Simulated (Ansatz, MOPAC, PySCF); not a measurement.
Isomers of C3H7Br: 1 is C(C)(C)Br, 2 is CCCBr; one conformer of each (the lowest of an xTB search), B3LYP-D3(BJ)/def2-TZVP minima.
Isomer 1 (charge 0, multiplicity 1):
```xyz
11

C      1.2705    -0.1790    -0.2152
C      0.0000     0.4478     0.3188
C     -1.2440    -0.3758     0.0613
Br    -0.2319     2.2552    -0.5031
H      1.2010    -0.3441    -1.2910
H      1.4235    -1.1475     0.2704
H      2.1398     0.4459    -0.0166
H      0.0981     0.6807     1.3766
H     -1.1377    -1.3479     0.5521
H     -1.3839    -0.5465    -1.0067
H     -2.1354     0.1112     0.4534
```
Isomer 2 (charge 0, multiplicity 1, Z-matrix in Å and degrees):
```
C
H 1 1.0923
H 1 1.0967 2 106.47
C 1 1.5145 2 109.32 3 114.48
H 4 1.0857 1 112.31 2 -59.20
H 4 1.0872 5 109.69 1 125.68
C 1 1.5242 2 110.39 3 -118.87
H 7 1.0902 1 111.03 2 -61.33
H 7 1.0907 8 108.10 1 -121.72
H 7 1.0926 8 107.89 9 -116.44
Br 4 1.9801 5 104.57 6 111.99
```

No zero-point or thermal terms.

Rows in 6-31G*, LANL2DZ carry no dispersion term and start afresh at each structure (6-31G* with six Cartesian d functions); the Pople sets are all-electron and without relativity. LANL2DZ brings its own core potentials from Na on. The state that PM6 reach isn't checked.

Run with Ansatz (a quantum-chemistry and plane-wave program) with Gaussian orbitals; MOPAC for PM6 (differences of heats of formation); PySCF for 6-31G* rows, LANL2DZ rows, M06-2X, the dispersion terms. Each number belongs to the level named beside it.

| level | electronic energy of isomer 2 less that of isomer 1 (kJ/mol) |
|---|---|
| PM6 | 16.6 |
| HF/cc-pVDZ | 7.7 |
| BLYP-D3(BJ)/def2-TZVPP | 9.5 |
| BP86/6-31G* | 9.3 |
| revPBE/def2-TZVPP | 7.9 |
| revPBE-D3(BJ)/def2-TZVPP | 9.0 |
| B3LYP/LANL2DZ | 9.1 |
| M06-2X/6-31G* | 9.3 |
| M06-2X/def2-TZVPP | ___ |

### Question
Some entries are withheld; supply them.

### Answer

- M06-2X/def2-TZVPP, electronic energy of isomer 2 less that of isomer 1 (kJ/mol): 8.4
